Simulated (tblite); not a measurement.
Species: C6H14N (doublet state).
Numbering: `[CH3:1][CH:2][N:3]([CH2:4][CH3:5])[CH2:6][CH3:7]` (hydrogens: H8, H9, H10 on C1; H11 on C2; H12, H13 on C4; H14, H15, H16 on C5; H17, H18 on C6; H19, H20, H21 on C7)

Structure optimised with GFN2-xTB, isolated species. This method treats the open shell by occupation alone, without spin polarisation.

Question: What internal coordinates does the optimisation give?

Answer: 
```
                  bond  length (Å)   order
                 C1–C2       1.488  single
                 C2–N3       1.395  single
                 N3–C4       1.442  single
                 C4–C5       1.533  single
                 N3–C6       1.438  single
                 C6–C7       1.535  single
                 C1–H8       1.100  single
         C1–H9, C1–H10       1.089  single
                C2–H11       1.079  single
        C4–H12, C4–H13       1.095  single
C5–H14, C5–H15, C5–H16       1.087  single
        C6–H17, C6–H18       1.094  single
C7–H19, C7–H20, C7–H21       1.087  single
```

Bonds in one row agree within 0.01 Å and their mean is given. Orders are formal, as drawn. A selection of angles:
```
     angle  degrees
  C2–C1–H8    113.0
  C2–C1–H9    112.0
 C2–C1–H10    108.9
  H8–C1–H9    107.3
  C1–C2–N3    121.0
 C1–C2–H11    117.2
 N3–C2–H11    113.1
  C2–N3–C4    116.3
  C2–N3–C6    120.0
  C4–N3–C6    118.6
  N3–C4–C5    114.9
 N3–C4–H12    107.6
 C5–C4–H12    108.2
 C5–C4–H13    109.7
H12–C4–H13    108.0
 C4–C5–H14    109.9
 C4–C5–H16    111.3
H14–C5–H15    108.9
  N3–C6–C7    115.3
 N3–C6–H17    107.9
 C7–C6–H17    109.1
H17–C6–H18    107.7
 C6–C7–H19    111.1
 C6–C7–H20    109.8
H19–C7–H20    108.4
H19–C7–H21    108.5
```

Torsions: C1–C2–N3–C4 178° (antiperiplanar); C2–N3–C4–C5 64° (synclinal); C2–N3–C6–C7 -74° (synclinal). The mirror-image conformer, all signs reversed, is as good.

N3 (nitrogen bonded to 3 C) has angles 120.0°, 118.6° and 116.3°, sum 355.0°, 0.19 Å off the plane of its three neighbours. C2 (carbon bonded to C, N and H) has angles 121.0°, 117.2° and 113.1°, sum 351.3°, 0.22 Å off the plane of its three neighbours. The 3 C–C bonds span 1.488 Å (C1–C2, drawn single) to 1.535 Å (C6–C7, drawn single), a spread of 0.047 Å. The C–N distances run from 1.395 Å (C2–N3, drawn single) to 1.442 Å (N3–C4, drawn single), a spread of 0.047 Å. Of the pairs four or more bonds apart, C1···H18 is among the closest relative to their van der Waals radii: 2.56 Å, 88 % of the sum of Bondi's values.

Point group: C1 (no symmetry element, even within 0.4 Å). Its GFN2-xTB frequencies are all real (lowest 50 cm⁻¹). 3 starts were optimised and ended at 0.00, 0.20 and 5.10 kcal/mol (GFN2-xTB); the lowest of these is shown.

All values are computed, not measured.
